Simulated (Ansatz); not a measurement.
Basis-set series for CH₄BGaO (`[GaH2][CH]1BO1`). The species carries charge 0 and has multiplicity 1. The geometry is a stationary point of PBE0-D4/def2-TZVP.

```tsv
functional	basis	functions	energy (Eh)	HOMO (eV)	LUMO (eV)
PBE0-D4	def2-SVP	94	-2064.63075	-7.74	-1.64
PBE0-D4	def2-QZVPP	380	-2065.09007	-7.77	-1.71
ωB97M-V	def2-SVP	94	-2064.88262	-9.96	0.10
ωB97M-V	def2-QZVPP	380	-2065.34465	-10.01	-0.14
```

Give the rows for def2-TZVPP. (Best estimate.)

The calculation gave: 
```json
{"functional": "PBE0-D4", "basis": "def2-TZVPP", "functions": "197", "energy (Eh)": "-2065.03823", "HOMO (eV)": "-7.76", "LUMO (eV)": "-1.68"}
{"functional": "ωB97M-V", "basis": "def2-TZVPP", "functions": "197", "energy (Eh)": "-2065.29466", "HOMO (eV)": "-10.00", "LUMO (eV)": "0.02"}
```

Positive LUMOs are unbound and depend on the basis. Scalar relativity is left out up to krypton.

All numbers were calculated with Ansatz.
